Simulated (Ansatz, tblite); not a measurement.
Cost and result up the ladder for `CCC(F)CC(F)CC(F)CC(C)F` (32 atoms). Charge 0, multiplicity 1. Geometry: r2SCAN-D4/def2-SVP.

Ansatz on 4 threads of Arm Neoverse V2 on a shared host; xTB runs through tblite on one thread. Times are rough, summed over both states, and most runs start from the orbitals of an earlier one. PBE0-D4/def2-SVP serves as the yardstick here, not as an exact answer. The other state is a triplet.

The xTB rows come from tblite.

xTB has no spin-polarisation term.

```csv
level,functions,wall time
GFN2-xTB,74,0.038 s
GFN1-xTB,92,0.061 s
PBE-D4/def2-SVP,286,28 s
PBE0-D4/def2-SVP,286,71 s
```

(1) Estimate what each level gives for the vertical triplet (eV).

Results:

(1) 
| level | vertical triplet (eV) | difference from PBE0-D4/def2-SVP (eV) | remarks |
| --- | --- | --- | --- |
| GFN2-xTB | 11.41 | 2.57 | – |
| GFN1-xTB | 8.95 | 0.10 | – |
| PBE-D4/def2-SVP | 7.72 | -1.12 | HOMO above zero (triplet) |
| PBE0-D4/def2-SVP | 8.84 | 0.00 | – |
